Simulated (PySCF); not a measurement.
# MS anions for M along the second period

PBE0 with double-zeta basis sets in PySCF, for the lowest determinant that a PBE0 search found; no spin–orbit coupling. De refers to high-spin ground-configuration atoms (the charge goes to the atom of lower measured ionisation energy or higher electron affinity, which is not always the lowest computed limit). A positive dipole points towards S; it is taken about the centre of mass and depends on that origin.

```tsv
M	basis	charged atom	state (unpaired electrons)	Re (Å)	ωe (cm⁻¹)	De (eV)	μ (D)
Li	def2-SVPD	S−	singlet (closed shell)	2.068	650	2.30	-5.48
Be	aug-pcseg-1	S−	doublet (σ ↑)	1.821	888	3.71	1.25
B	aug-cc-pVDZ/aug-cc-pV(D+d)Z	S−	singlet (closed shell)	1.697	1002	6.03	3.72
C	aug-cc-pVDZ/aug-cc-pV(D+d)Z	S−	doublet (π ↑)	1.628	1028	5.42	2.65
N	aug-cc-pV(D+d)Z/aug-cc-pVDZ	S−	triplet (π ↑↑)	1.594	956	4.09	1.18
O	aug-pcseg-1	S−	doublet (π ↑)	1.602	904	4.20	0.40
F	aug-cc-pV(D+d)Z/aug-cc-pVDZ	F−	singlet (closed shell)	1.738	665	2.52	-1.18
```

The shortest bond is that of SN⁻ (1.594 Å), the longest that of LiS⁻ (2.068 Å).

The rows differ in basis set, which adds steps of its own.

The state changes along the series, so neighbouring rows are not always alike in their bonding.

For an ion De counts to the pair picked by the measured ionisation energies or electron affinities, which need not be the lowest pair at this level. The highest Kohn–Sham level is positive in some of these anions. Much of that is self-interaction error, but it also means that the finite basis helps to hold the extra electron. States were picked by a PBE0 search and need not be the measured ground states.
